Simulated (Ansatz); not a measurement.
C3H6OZn can be A, `[CH3][Zn][CH2]C=O`, or B, `C=[C](C)[Zn][OH]`.

Calculated with Ansatz (gas phase, PBE0-D4/def2-TZVP geometries, no zero-point term in ΔE). CBS: MP2 limit from def2 TZ/QZ plus the TZ coupled-cluster correction, frozen cores. DFT in def2-TZVPP. B3LYP here is the variant with VWN-RPA as its local correlation; programs differ in this. For Zn outer-core shells are correlated without core-valence functions, which leaves a few kJ/mol of doubt a bond. Scalar relativity is left out up to krypton. Each species was taken in one conformer, which may not be the lowest.

A:

```xyz
11

C     0.722   -1.609    1.699
Zn    0.257   -0.526    0.163
C    -0.182    0.568   -1.421
C    -0.879    1.775   -0.963
O    -0.350    2.806   -0.618
H     1.637   -1.240    2.168
H    -0.076   -1.582    2.445
H     0.882   -2.650    1.410
H    -0.800   -0.038   -2.087
H     0.778    0.812   -1.881
H    -1.989    1.684   -0.915
```

B:

```xyz
11

C    -0.766    1.289   -0.636
C    -0.308    0.150   -0.117
C    -1.256   -0.877    0.428
Zn    1.586   -0.144   -0.077
O     3.336   -0.450   -0.149
H    -1.835    1.501   -0.679
H    -0.118    2.060   -1.043
H    -1.150   -1.834   -0.091
H    -1.061   -1.078    1.486
H    -2.297   -0.553    0.331
H     3.870   -0.064    0.546
```

**Question.** Which is lower in electronic energy at CCSD(T)/CBS, and by how much? (Best estimate.)

**Answer.** Computed: B, by 7.4 kcal/mol.

**Question.** Give E(B) − E(A) in kcal/mol with B3LYP-D4, ωB97M-V, CCSD(T)/def2-TZVPP, r2SCAN-D4, B2PLYP, PBE-D4, B3LYP. (An estimate is asked.)

**Answer.** Ansatz gave: B3LYP-D4 -4.0, ωB97M-V -4.0, CCSD(T)/def2-TZVPP -5.9, r2SCAN-D4 -3.2, B2PLYP -4.7, PBE-D4 -2.1, B3LYP -3.4. None reverses the order clearly.

Largest T1 diagnostic: 0.015.

In def2-TZVPP, CCSD(T) changes the Hartree–Fock value by −2.1 kcal/mol (the triples alone add +0.1 kcal/mol) and MP2 by −2.5 kcal/mol.
